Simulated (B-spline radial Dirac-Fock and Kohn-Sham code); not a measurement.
# Dipole and non-dipole photoemission parameters of Pr 4p3/2

System: the Pr atom in the configuration [Xe] 4f3 6s2; threshold 217.6 eV (tabulated edge). These are calculated numbers from an atomic code on a B-spline grid; the model is Dirac-Hartree-Slater photoionisation with a Latter tail; cross sections with all multipoles, angular parameters from the dipole term and its interference with E2.

For linearly polarised light dσ/dΩ = σ/(4π) [1 + β P₂(cos θ) + (δ + γ cos²θ) sin θ cos φ], with θ from the polarisation vector and φ the angle between the beam and the projection of the electron momentum on the plane normal to the polarisation.

```
hν (eV)  σ (kb)       β       γ      δ
    236     325  -0.836  -0.022  0.023
    335     277   0.451  -0.031  0.061
    357     267   0.601   0.026  0.058
    400     246   0.823   0.120  0.050
    419     237   0.900   0.153  0.047
    430     232   0.941   0.169  0.044
    599     165   1.312   0.260  0.020
    603     164   1.318   0.260  0.019
    991    83.8   1.590   0.122  0.003
   1060    75.5   1.612   0.096  0.002
   1090    72.2   1.621   0.085  0.002
 2984.4    11.3   1.716   0.073  0.005
   3270    9.36   1.710   0.120  0.006
   3450    8.35   1.706   0.152  0.007
   4000    6.05   1.690   0.254  0.009
   4180    5.48   1.684   0.288  0.009
   4850    3.91   1.662   0.417  0.012
   4920    3.78   1.659   0.430  0.013
   6100    2.27   1.618   0.648  0.019
   8780   0.915   1.528   1.079  0.035
 9251.7   0.798   1.513   1.147  0.039
  10500   0.572   1.475   1.313  0.048
  13800       ?       ?       ?      ?
  15000   0.214   1.350   1.791  0.085
```

Problem. Give the values at 13800 eV.

Solution. σ = 0.271 kb, β = 1.381, γ = 1.680, δ = 0.075.
